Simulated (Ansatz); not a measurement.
A nudged elastic band was laid between two geometries of C$_{2}$H$_{8}$GeS (12 atoms, charge 0, multiplicity 1).

Level of theory: RKS PBE0/def2-SVP in Ansatz.

```yaml
movable_images: 3
climbing_image: no
spring: 5.0 eV/Å²
optimiser: quadratic models (default)
start_path: through a guess of the saddle point
force_threshold: 0.05 eV/Å
iteration_limit: 60
end_points: relaxed
```

Image 0:

```xyz
12
Properties=species:S:1:pos:R:3
Ge -1.123 0.282 0.768
C 0.477 -0.735 0.275
C 0.831 -0.647 -1.203
S -0.909 2.429 0.168
H 0.103 2.681 1.027
H -1.396 0.188 2.283
H -2.357 -0.189 -0.022
H 0.302 -1.779 0.586
H 1.304 -0.363 0.902
H 0.038 -1.077 -1.837
H 1.763 -1.190 -1.429
H 0.968 0.399 -1.518
```

Image 4:

```xyz
12
Properties=species:S:1:pos:R:3
Ge -2.167 0.859 1.111
C 1.084 -0.215 0.159
C 1.088 -0.714 -1.276
S -2.178 2.885 1.148
H 0.742 0.832 0.224
H -1.962 -0.035 2.353
H -2.400 0.007 -0.153
H 0.435 -0.832 0.803
H 2.090 -0.246 0.606
H 0.081 -0.678 -1.723
H 1.437 -1.756 -1.341
H 1.749 -0.106 -1.912
```

Question: Which bonds break or form, and what moves?

Answer: Bonds broken: Ge1–C2, S4–H5. Bonds formed: C2–H5. C2H8GeS becomes C2H6 + GeH2S.

Question: What energy profile does the band end with?

Answer: The run converged. The highest image is number 1 of 0 to 4, 1.25 eV above the first end and 0.25 eV above the last; the last end lies 1.00 eV above the first. Neighbouring images differ by up to 1.2 eV, so the band resolves the path poorly. No image climbed, so the highest image needn't sit at the top of the path. A band with more images between the same ends climbed to 2.51 eV, so this one has probably stepped over the top. So few images can step over the top or miss a turn of the path. The orbitals stay closed-shell, which can raise the energy where a bond breaks towards radicals; this wasn't checked here.

```csv
image,path coordinate (Å),energy (eV),Ge1–C2 (Å),S4–H5 (Å),C2–H5 (Å)
0,0.00,0.00,1.96,1.35,3.52
1,3.00,1.25,2.24,1.43,2.30
2,6.00,1.02,4.16,4.36,1.10
3,9.00,1.00,3.58,3.89,1.10
4,12.01,1.00,3.55,3.69,1.10
```

Question: What is the geometry of the highest image?

Answer: 
```xyz
12
Properties=species:S:1:pos:R:3
Ge -1.300 0.530 0.862
C 0.449 -0.770 0.331
C 0.807 -0.562 -1.149
S -0.396 2.488 0.394
H 0.631 1.513 0.556
H -1.872 0.665 2.306
H -2.519 0.236 -0.052
H 0.102 -1.798 0.496
H 1.413 -0.758 0.900
H 1.318 -1.451 -1.576
H 1.478 0.302 -1.332
H -0.110 -0.395 -1.734
```

Time of the run: 6.7 min on 2 threads of Arm Neoverse V2, on a shared host, peak memory 0.3 GiB.
